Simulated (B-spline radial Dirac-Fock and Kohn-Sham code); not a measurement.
# Nb: eigenvalues, ΔSCF and the reference

System: neutral niobium, [Kr] 4d5 (not the ground configuration).

The density-functional columns are spherical, spin-unpolarised Dirac-Kohn-Sham results without Breit or QED terms: −ε is minus the orbital energy of the initial state and ΔSCF the difference of two total energies. The reference in the last column comes from Dirac-Fock ΔSCF + Breit + QED. All numbers are from a radial finite-basis atomic code, in eV; a selection of levels is shown. The Kohn-Sham columns are given as differences from the reference. For the 1s level of heavy atoms much of the gap between ΔSCF and the reference is the Breit and QED part, -50.3 eV here; for other levels the error of the functional can be larger.

| level | LDA −ε − DF | LDA ΔSCF − DF | Dirac-Fock |
| --- | --- | --- | --- |
| 1s | -216.9 | +44.6 | 18987.8 |
| 2s | -81.6 | -39.5 | 2705.7 |
| 2p1/2 | -58.2 | -5.5 | 2468.0 |
| 2p3/2 | -59.5 | -9.1 | 2373.8 |
| 3s | -37.9 | -24.7 | 473.6 |
| 3p1/2 | -28.6 | -15.2 | 383.6 |
| 3p3/2 | -28.4 | -15.4 | 367.9 |
| 3d3/2 | -12.9 | +0.8 | 209.2 |
| 3d5/2 | -13.0 | +0.6 | 206.4 |
| 4s | -9.1 | -4.2 | 65.80 |
| 4p1/2 | -4.6 | 0.0 | 39.01 |
| 4p3/2 | -4.7 | -0.1 | 36.98 |
| 4d | -1.3 | +2.2 | 3.40 |

Values without a named source are computed, but for edge energies of neutral atoms, which are taken from tables.
